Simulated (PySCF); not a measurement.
WO2Cl, SMILES [O]=[W+](=[O])[Cl], charge +1, multiplicity 1.

Geometry: PBE0-D3(BJ)/def2-SVP. The multiplicity is an assumed one; other spin states were not compared. The isomer is the one that the SMILES or the coordinates give; other isomers of the formula were not compared. The def2 effective core potentials stand for the cores of W; spin–orbit coupling is left out.

Calculation: PBE/def2-TZVPD (PySCF).

### Question
Estimate the frontier levels, gap, dipole moment and polarisability. (Estimate from the structure and the level; the computed values follow.)

### Answer

| Item | Result |
|---|---|
| highest occupied level | -14.08 eV |
| lowest empty level | -11.59 eV |
| orbital gap | 2.49 eV |
| dipole moment about the centre of nuclear charge | 4.05 D |
| mean static polarisability | 49.3 bohr³ (7.31 Å³) |
| polarisability, principal values | 34.6, 49.1, 64.3 bohr³ |
